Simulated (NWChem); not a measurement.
All runs are NWChem calculations. System: C2H3B, charge 0, spin multiplicity 1, at a geometry optimised with PBE/def2-SVP. The structure started from a generated list of species. Level: EOM-CCSD/aug-cc-pVDZ, 3 core orbitals frozen.

NWChem printed:

```
             Northwest Computational Chemistry Package (NWChem) 7.3.0
             --------------------------------------------------------

                                NWChem Input Module
                                -------------------

 Scaling coordinates for geometry "geometry" by  1.889725989
 (inverse scale =  0.529177249)

 Turning off AUTOSYM since
 SYMMETRY directive was detected!

                             Geometry "geometry" -> ""
                             -------------------------

 Output coordinates in angstroms (scale by  1.889725989 to convert to a.u.)

  No.       Tag          Charge          X              Y              Z
 ---- ---------------- ---------- -------------- -------------- --------------
    1 B                    5.0000     0.00000000     0.00000000     1.40482100
    2 C                    6.0000     0.00000000     0.00000000    -0.10262000
    3 C                    6.0000     0.00000000     0.00000000    -1.33653800
    4 H                    1.0000     0.00000000     0.00000000    -2.41929200
    5 H                    1.0000    -1.05143300     0.00000000     2.01506700
    6 H                    1.0000     1.05143300     0.00000000     2.01506700

 Effective nuclear repulsion energy (a.u.)      46.0864329131

            Nuclear Dipole moment (a.u.)
            ----------------------------
        X                 Y               Z
 ---------------- ---------------- ----------------
     0.0000000000     0.0000000000    -0.0000018897

      Symmetry information
      --------------------

 Group name             C2v
 Group number             16
 Group order               4
 No. of unique centers     5

      Symmetry unique atoms

     1    2    3    4    5


 Summary of "ao basis" -> "" (spherical)
 ------------------------------------------------------------------------------
       Tag                 Description            Shells   Functions and Types
 ---------------- ------------------------------  ------  ---------------------
 *                        aug-cc-pvdz                 on all atoms

 Summary of "ao basis" -> "ao basis" (spherical)
 ------------------------------------------------------------------------------
       Tag                 Description            Shells   Functions and Types
 ---------------- ------------------------------  ------  ---------------------
 B                        aug-cc-pvdz                9       23   4s3p2d
 C                        aug-cc-pvdz                9       23   4s3p2d
 H                        aug-cc-pvdz                5        9   3s2p

                                 NWChem SCF Module
                                 -----------------

  ao basis        = "ao basis"
  functions       =    96
  atoms           =     6
  closed shells   =    10
  open shells     =     0
  charge          =   0.00
  wavefunction    = RHF
  use symmetry    = T
  symmetry adapt  = T

 Summary of "ao basis" -> "ao basis" (spherical)
 ------------------------------------------------------------------------------
       Tag                 Description            Shells   Functions and Types
 ---------------- ------------------------------  ------  ---------------------
 B                        aug-cc-pvdz                9       23   4s3p2d
 C                        aug-cc-pvdz                9       23   4s3p2d
 H                        aug-cc-pvdz                5        9   3s2p

      Symmetry analysis of basis
      --------------------------

        a1         45
        a2          8
        b1         24
        b2         19

 Forming initial guess at       0.0s

      Superposition of Atomic Density Guess
      -------------------------------------

 Sum of atomic energies:        -101.36518053

      Non-variational initial energy
      ------------------------------

 Total energy =    -102.586304
 1-e energy   =    -225.127075
 2-e energy   =      76.454338
 HOMO         =      -0.323699
 LUMO         =      -0.085956

      Symmetry analysis of molecular orbitals - initial
      -------------------------------------------------

  Numbering of irreducible representations:

     1 a1          2 a2          3 b1          4 b2
[...]
 Iteration   1 using    1 trial vectors
   0.3751737116682   0.4010144702994   10.91216     0.6     0.6

 Iteration   2 using    2 trial vectors
   0.0753011118854   0.3296070961957    8.96907     0.4     0.4

 Iteration   3 using    3 trial vectors
   0.0663616607691   0.3208806327610    8.73161     0.4     0.4

 Iteration   4 using    4 trial vectors
   0.0443312210232   0.3128268383779    8.51246     0.4     0.4

 Iteration   5 using    5 trial vectors
   0.0162321103691   0.3109348473893    8.46097     0.4     0.4

 Iteration   6 using    6 trial vectors
   0.0134361824085   0.3106646639340    8.45362     0.4     0.4

 Iteration   7 using    7 trial vectors
   0.0143482209726   0.3101102923313    8.43853     0.4     0.4

 Iteration   8 using    8 trial vectors
   0.0107465021661   0.3099561371419    8.43434     0.4     0.4

 Iteration   9 using    9 trial vectors
   0.0083130862415   0.3099238863714    8.43346     0.4     0.4

 Iteration  10 using   10 trial vectors
   0.0059400959784   0.3097492422067    8.42871     0.4     0.4

 Iteration  11 using   11 trial vectors
   0.0040568594921   0.3096980755932    8.42732     0.4     0.4

 Iteration  12 using   12 trial vectors
   0.0048228409027   0.3096905176561    8.42711     0.4     0.4

 Iteration  13 using   13 trial vectors
   0.0180598598506   0.3094496230847    8.42056     0.4     0.4

 Iteration  14 using   14 trial vectors
   0.1272689008937   0.2856203567941    7.77213     0.4     0.4

 Iteration  15 using   15 trial vectors
   0.0763673987862   0.2710797804635    7.37646     0.4     0.4

 Iteration  16 using   16 trial vectors
   0.0361524256154   0.2669157993514    7.26315     0.4     0.4

 Iteration  17 using   17 trial vectors
   0.0179923957782   0.2656166505203    7.22780     0.4     0.4

 Iteration  18 using   18 trial vectors
   0.0089850348003   0.2654285646742    7.22268     0.4     0.4

 Iteration  19 using   19 trial vectors
   0.0043491027343   0.2653340802432    7.22011     0.4     0.4

 Iteration  20 using   20 trial vectors
   0.0019459410863   0.2653104996959    7.21947     0.4     0.4

 Iteration  21 using   21 trial vectors
   0.0008206791347   0.2653103677354    7.21947     0.4     0.4

 Iteration  22 using   22 trial vectors
   0.0003686216015   0.2653087020334    7.21942     0.4     0.4

 Iteration  23 using   23 trial vectors
   0.0001807430115   0.2653071777324    7.21938     0.4     0.4

 Iteration  24 using   24 trial vectors
   0.0000971106756   0.2653066727883    7.21936     0.4     0.4

 Iteration  25 using   25 trial vectors
   0.0000503899957   0.2653064806932    7.21936     0.4     0.4

 Iteration  26 using   26 trial vectors
   0.0000239730277   0.2653063634064    7.21936     0.4     0.4

 Iteration  27 using   27 trial vectors
   0.0000103472188   0.2653064381604    7.21936     0.4     0.4

 Iteration  28 using   28 trial vectors
   0.0000040566347   0.2653064226823    7.21936     0.4     0.4
 --------------------------------------------------------------
 Iterations converged
 ------------------

 Excited state root  1
 Excitation energy / hartree =        0.265306422682314
                   / eV      =        7.219358155482476
 largest EOMCCSD amplitudes: R1 and R2

 Singles contributions
    11b2  (alpha) ---     7a1  (alpha)        0.7649486194
    15b2  (alpha) ---     7a1  (alpha)        0.3930525289
    20b2  (alpha) ---     7a1  (alpha)        0.2386787094
    24b2  (alpha) ---     7a1  (alpha)       -0.1373777062

 Doubles contributions

 No. of initial left vectors    1

 EOM-CCSD left-hand side iterations
 --------------------------------------------------------------
      Residuum       Omega / hartree  Omega / eV    Cpu    Wall
 --------------------------------------------------------------

 Iteration   1 using    1 trial vectors
   0.4196483222232   0.4010144702994   10.91216     0.9     0.9

 Iteration   2 using    2 trial vectors
   0.0799500600847   0.3301939596154    8.98504     0.9     0.9

 Iteration   3 using    3 trial vectors
   0.0657756909553   0.3215231197000    8.74909     0.9     0.9

 Iteration   4 using    4 trial vectors
   0.0468918482298   0.3129318607006    8.51531     0.9     0.9

 Iteration   5 using    5 trial vectors
   0.0169876932184   0.3109539633317    8.46149     0.9     0.9

 Iteration   6 using    6 trial vectors
   0.0131956465748   0.3107488415745    8.45591     0.9     0.9

 Iteration   7 using    7 trial vectors
   0.0144770708311   0.3100503955333    8.43690     0.9     0.9

 Iteration   8 using    8 trial vectors
   0.0108066513627   0.3099631067792    8.43453     0.9     0.9

 Iteration   9 using    9 trial vectors
   0.0082046862110   0.3099907588908    8.43528     0.9     0.9

 Iteration  10 using   10 trial vectors
   0.0057978071709   0.3097624855081    8.42907     0.9     0.9

 Iteration  11 using   11 trial vectors
   0.0034045204934   0.3097163292102    8.42781     0.9     0.9

 Iteration  12 using   12 trial vectors
   0.0028614830149   0.3097249270776    8.42805     0.9     0.9

 Iteration  13 using   13 trial vectors
   0.0042535404738   0.3096616455247    8.42633     0.9     0.9

 Iteration  14 using   14 trial vectors
   0.0535235478271   0.3093373200152    8.41750     0.9     0.9

 Iteration  15 using   15 trial vectors
   0.1194928946848   0.2770668681918    7.53938     0.9     0.9

 Iteration  16 using   16 trial vectors
   0.0586066602651   0.2699097626416    7.34462     0.9     0.9

 Iteration  17 using   17 trial vectors
   0.0291328086782   0.2663234809624    7.24703     0.9     0.9

 Iteration  18 using   18 trial vectors
   0.0152316312240   0.2655169451386    7.22509     0.9     0.9

 Iteration  19 using   19 trial vectors
   0.0074084579525   0.2654094633487    7.22216     1.0     1.0

 Iteration  20 using   20 trial vectors
   0.0032586223675   0.2652970669035    7.21910     1.0     1.0

 Iteration  21 using   21 trial vectors
   0.0013853133391   0.2653141886112    7.21957     1.0     1.0

 Iteration  22 using   22 trial vectors
   0.0006347274012   0.2653068387956    7.21937     1.0     1.0

 Iteration  23 using   23 trial vectors
   0.0003127664651   0.2653059596351    7.21935     1.0     1.0

 Iteration  24 using   24 trial vectors
   0.0001721465609   0.2653077852644    7.21940     1.0     1.0

 Iteration  25 using   25 trial vectors
   0.0000883481349   0.2653058824523    7.21934     1.0     1.0

 Iteration  26 using   26 trial vectors
   0.0000405685725   0.2653064328770    7.21936     1.0     1.0

 Iteration  27 using   27 trial vectors
   0.0000174049936   0.2653064863731    7.21936     1.0     1.0

 Iteration  28 using   28 trial vectors
   0.0000068246751   0.2653063482820    7.21936     1.0     1.0
 --------------------------------------------------------------
 Iterations converged

 Excited state root  1
 Excitation energy / hartree =        0.265306422682314
                   / eV      =        7.219358155482476

 EOM-CCSD transition moments / hartree
 --------------------------------------------
 X    0.0000000 Y    0.2578848 Z    0.0000000
 Oscillator Strength                0.0117627
 --------------------------------------------

 EOM-CCSD dipole moments / hartree & Debye
 ------------------------------------
   X         0.0000000      0.0000000
   Y        -0.0000000     -0.0000000
   Z         0.1126188      0.2862507
 Total       0.1126188      0.2862507
 ------------------------------------

 Singles contributions
    11b2  (alpha) ---     7a1  (alpha)        0.7649486194
    15b2  (alpha) ---     7a1  (alpha)        0.3930525289
    20b2  (alpha) ---     7a1  (alpha)        0.2386787094
    24b2  (alpha) ---     7a1  (alpha)       -0.1373777062

 Doubles contributions

 Task  times  cpu:      148.4s     wall:      148.4s

 Total times  cpu:      148.4s     wall:      148.4s
```

Question: Write an NWChem input that would produce this output.

Answer: One answer among several that fit: 
```
start mol
memory heap 100 mb stack 700 mb global 1900 mb
geometry units angstroms nocenter noautoz
  B      0.000000     0.000000     1.404821
  C      0.000000     0.000000    -0.102620
  C      0.000000     0.000000    -1.336538
  H      0.000000     0.000000    -2.419292
  H     -1.051433     0.000000     2.015067
  H      1.051433     0.000000     2.015067
  symmetry group C2v
end
basis spherical
  * library aug-cc-pvdz
end
scf
  rhf
  nopen 0
  maxiter 100
  thresh 1e-7
  semidirect memsize 60000000 filesize 0
end
tce
  freeze core 3
  ccsd
  nroots 1
  2eorb
  2emet 13
  thresh 1e-5
  maxiter 200
  tilesize 24
  dipole
end
task tce energy
```
